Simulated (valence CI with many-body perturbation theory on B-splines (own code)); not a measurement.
The numbers below are computed, except where a source is named.
## Hyperfine factors and g values of Lu⁶⁴⁺

Level of theory: relativistic CI+MBPT: five valence electrons over a frozen Dirac-Fock core [He], a basis of 9 s, 9 p, 8 d, 6 f, 3 g, 1 h functions for each j, with the one-electron correlation potential Σ1 (screened to all orders), the two-electron term Σ2, the three-electron term Σ3, Breit, model QED; selected single and double excitations, second order for the rest (own B-spline code, finite nucleus).

The last digits are not significant, and no measured levels were compared; by estimate large intervals hold to a few tenths of a per cent, small ones and those within an open d or f shell to about a per cent. Among the levels kept, up to 1200 cm⁻¹ of a level comes from second order outside the variational space, and about a tenth of that is noise between levels of different J, which matters for small intervals.

A/g_I is the dipole constant over the nuclear g factor μ/I (μ in nuclear magnetons, uniformly magnetised nucleus), B/Q the quadrupole constant per barn. Both hold the static response of the core; the bare values leave it out. Large factors of s and p1/2 electrons are usually good to 5 to 10 %; those of open d and f shells near neutrality can be off by tens of per cent, and small factors of p3/2, d and f electrons come from cancelling terms and can be off by a factor of two or in sign, in half-filled shells by more. B is blank for J = 1/2, where it vanishes, and for nearly pure S terms. Energies count from the lowest level.

Levels are named by their leading jj configuration (3d3/2^4 stands for four electrons in 3d with j = 3/2), which in mixed levels can hold well under half, so a name can repeat and another be missing. Letters in brackets count levels of one name in rising energy.

```csv
Level,E (eV),g,A/g_I (MHz),A/g_I bare,B/Q (MHz/b),B/Q bare
(2s^2 2p1/2^2 2p3/2) J=3/2,0.0,1.317,713000,730000,1380000,1390000
(2s^2 2p1/2 2p3/2^2) J=3/2,1144.0,1.435,-363000,-339000,82500,82600
(2s^2 2p1/2 2p3/2^2) J=5/2,1166.9,1.165,1820000,1830000,-4190,-4200
(2s^2 2p1/2 2p3/2^2) J=1/2,1216.0,0.620,6190000,6160000,,
(2s 2p1/2^2 2p3/2^2) J=5/2,1468.6,1.447,4340000,4320000,192000,193000
(2s 2p1/2^2 2p3/2^2) J=1/2,1568.8,2.004,1.88e+07,1.86e+07,,
(2s 2p1/2^2 2p3/2^2) J=3/2,1570.1,1.172,-2910000,-2840000,-165000,-165000
(2s^2 2p3/2^3) J=3/2,2362.5,1.287,740000,755000,-1470000,-1470000
(2s 2p1/2 2p3/2^3) J=3/2 [a],2638.8,1.585,4400000,4370000,-1110000,-1110000
(2s 2p1/2 2p3/2^3) J=5/2,2679.1,1.282,5470000,5430000,-1620000,-1620000
(2s 2p1/2 2p3/2^3) J=1/2,2739.6,1.352,-7100000,-6980000,,
(2s 2p1/2 2p3/2^3) J=3/2 [b],2748.3,1.012,166000,201000,-437000,-438000
(2p1/2^2 2p3/2^3) J=3/2,3106.5,1.301,691000,723000,-1420000,-1420000
(2s 2p3/2^4) J=1/2,3901.4,1.870,1.90e+07,1.88e+07,,
(2p1/2 2p3/2^4) J=1/2,4279.1,0.620,6210000,6170000,,
(2s^2 2p1/2^2 3s) J=1/2,8098.4,1.993,5410000,5370000,,
(2s^2 2p1/2^2 3p1/2) J=1/2,8196.9,0.647,1820000,1810000,,
(2s^2 2p1/2^2 3p3/2) J=3/2,8550.0,1.322,209000,215000,413000,414000
(2s^2 2p1/2^2 3d3/2) J=3/2,8636.4,0.783,122000,122000,71700,72300
(2s^2 2p1/2^2 3d5/2) J=5/2,8737.0,1.189,43600,43700,68300,69000
(2s^2 2p1/2 2p3/2 3s) J=3/2 [a],9256.3,1.655,1180000,1190000,902000,903000
(2s^2 2p1/2 2p3/2 3s) J=1/2,9266.2,1.295,-2660000,-2610000,,
(2s^2 2p1/2 2p3/2 3s) J=5/2,9275.8,1.308,2770000,2770000,1350000,1350000
(2s^2 2p1/2 2p3/2 3s) J=3/2 [b],9282.2,0.955,1650000,1660000,798000,800000
(2s^2 2p1/2 2p3/2 3p1/2) J=1/2,9353.7,1.729,-1460000,-1420000,,
(2s^2 2p1/2 2p3/2 3p1/2) J=3/2 [a],9359.8,1.128,1250000,1260000,282000,282000
(2s^2 2p1/2 2p3/2 3p1/2) J=5/2,9373.2,1.046,2060000,2060000,1340000,1340000
(2s^2 2p1/2 2p3/2 3p1/2) J=3/2 [b],9412.2,1.306,1100000,1110000,1380000,1380000
(2s 2p1/2^2 2p3/2 3s) J=5/2,9540.0,1.593,5220000,5180000,1400000,1400000
(2s 2p1/2^2 2p3/2 3s) J=3/2 [a],9568.0,1.431,5900000,5860000,760000,761000
(2s 2p1/2^2 2p3/2 3s) J=1/2,9630.3,0.847,-6590000,-6470000,,
(2s 2p1/2^2 2p3/2 3s) J=3/2 [b],9639.9,1.368,-1460000,-1420000,1030000,1030000
(2s 2p1/2^2 2p3/2 3p1/2) J=3/2 [a],9648.4,1.667,5970000,5940000,957000,959000
(2s 2p1/2^2 2p3/2 3p1/2) J=5/2,9649.3,1.334,4550000,4520000,1360000,1360000
(2s^2 2p1/2 2p3/2 3p3/2) J=5/2 [a],9699.2,1.408,-245000,-230000,1450000,1450000
(2s^2 2p1/2 2p3/2 3p3/2) J=1/2 [a],9704.0,1.526,-1630000,-1600000,,
(2s^2 2p1/2 2p3/2 3p3/2) J=3/2 [a],9707.7,1.136,1930000,1930000,-893000,-894000
(2s^2 2p1/2 2p3/2 3p3/2) J=7/2,9714.5,1.217,1290000,1300000,1780000,1780000
(2s 2p1/2^2 2p3/2 3p1/2) J=1/2,9730.8,1.252,-5610000,-5510000,,
(2s 2p1/2^2 2p3/2 3p1/2) J=3/2 [b],9732.4,0.960,-1980000,-1930000,817000,818000
```

**Question.** Take the isotope of mass number 175, with I = 7/2, μ = 2.2257 μN and Q = 3.49 b. What is the hyperfine structure of (2s^2 2p1/2 2p3/2^2) J=5/2?

**Answer.** From the table A = 1160000 MHz, B = -14600 MHz. Shifts from the centre of gravity in MHz: F = 1: -1.31e+07, F = 2: -1.07e+07, F = 3: -7250000, F = 4: -2610000, F = 5: 3190000, F = 6: 1.01e+07.
